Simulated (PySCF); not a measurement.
One of the candidates below gave these computed data.

All candidates are C7H16Si2.

| technique | computed result |
| --- | --- |
| NMR, other nuclei | isotropic shieldings of nuclei other than C and H, by class: 406 (1 Si), 413 (1 Si) ppm [GIAO PBE0/pcSseg-1] |
| 1H NMR | chemical shifts (computed TMS as zero) by class: 4.40 (2 H), 4.36 (2 H), 1.32 (3 H), 1.26 (6 H), 1.09 (1 H), 0.86 (2 H) ppm [GIAO PBE0/pcSseg-1] |
| Rotational structure | rotational constants A, B, C: 1.616, 0.532, 0.450 GHz [GFN2-xTB] |
| 13C NMR | chemical shifts (computed TMS as zero) by class: 118.5 (1 C), 116.4 (1 C), 20.9 (2 C), 16.8 (1 C), 11.8 (1 C), 8.6 (1 C) ppm [GIAO PBE0/pcSseg-1] |
| Dipole | 1.20 D [PBE0/pcSseg-1] |

The electronic properties come from PySCF, for the isolated species, density fitting. Levels stand in brackets. Isolated species at its GFN2-xTB geometry (one conformer only). NMR values are class means; diastereotopic atoms form classes of their own.

Question: Which candidate is it?
A. `C=C(C)[C@@H]1C[SiH2][C@@H]1C[SiH3]`
B. `CC[SiH2]C#C[SiH2]C(C)C`
C. `C=CC[C@@H]1C[SiH2][SiH2][C@H]1C`

Answer: B. It is `CC[SiH2]C#C[SiH2]C(C)C`. Numbering: `[CH3:1][CH2:2][SiH2:3][C:4]#[C:5][SiH2:6][CH:7]([CH3:8])[CH3:9]`. Its formula, C7H16Si2, gives 2 degrees of unsaturation: 0 rings and 2 π bonds in the structure found. 7 carbons fall into 6 classes; from least to most shielded: alkyne carbon [C4] (118.5 ppm), alkyne carbon [C5] (116.4 ppm), methyl carbon [C8/C9] (20.9 ppm, 2 C), sp3 carbon bound to silicon [C7] (16.8 ppm), methyl carbon [C1] (11.8 ppm), sp3 carbon bound to silicon [C2] (8.6 ppm). Hydrogen classes from least to most shielded: 2 H on an SiH2 silicon, Si3 (4.40 ppm), 2 H on an SiH2 silicon, Si6 (4.36 ppm), 3 H on a methyl carbon, C1 (1.32 ppm, a mean of values up to 0.5 ppm apart in this geometry), 6 H on 2 methyl carbons, C8/C9 (1.26 ppm), 1 H on an sp3 carbon bound to silicon, C7 (1.09 ppm), 2 H on an sp3 carbon bound to silicon, C2 (0.86 ppm). The other shieldings belong to: 406 ppm, SiH2 silicon [Si6]; 413 ppm, SiH2 silicon [Si3]. The optimised geometry has point group C1 and is an asymmetric top.

The others, at the same levels:
- `C=C(C)[C@@H]1C[SiH2][C@@H]1C[SiH3]` fails: it has 7 carbon classes against 6; its computed 13C shifts are 155.7 (1 C), 123.8 (1 C), 48.7 (1 C), 33.8 (1 C), 22.7 (1 C), 10.3 (1 C), 9.9 (1 C) ppm, 1H shifts are 5.25 (1 H), 5.21 (1 H), 4.79 (1 H), 4.64 (1 H), 3.85 (3 H), 3.48 (1 H), 2.32 (1 H), 2.12 (3 H), 1.67 (1 H), 1.22 (1 H), 0.85 (1 H), 0.80 (1 H) ppm and rotational constant A is 1.432 GHz (against 1.616 GHz).
- `C=CC[C@@H]1C[SiH2][SiH2][C@H]1C` fails: it has 7 carbon classes against 6; its computed 13C shifts are 146.7 (1 C), 122.9 (1 C), 53.4 (1 C), 46.9 (1 C), 31.6 (1 C), 21.6 (1 C), 11.9 (1 C) ppm, 1H shifts are 6.42 (1 H), 5.43 (1 H), 5.38 (1 H), 3.95 (1 H), 3.88 (1 H), 3.84 (1 H), 3.50 (1 H), 1.86 (1 H), 1.81 (1 H), 1.55 (1 H), 1.51 (1 H), 1.47 (1 H), 1.08 (3 H), 0.99 (1 H) ppm and smallest rotational constant is 0.665 GHz (against 0.450 GHz).

Each candidate is one conformer, not necessarily the lowest. Dipoles, sizes and rotational constants follow the conformer. The torsions of the flexible species, by atom-mapped SMILES:
- `[CH3:1][CH2:2][SiH2:3][C:4]#[C:5][SiH2:6][CH:7]([CH3:8])[CH3:9]`: C1–C2–Si3–C4 63°, C5–Si6–C7–C8 -60°
- `[CH2:1]=[C:2]([CH3:3])[C@@H:4]1[CH2:5][SiH2:6][C@@H:7]1[CH2:8][SiH3:9]`: C1–C2–C4–C5 -139°, Si6–C7–C8–Si9 180°

The conformers of `C=CC[C@@H]1C[SiH2][SiH2][C@H]1C` aren't listed.
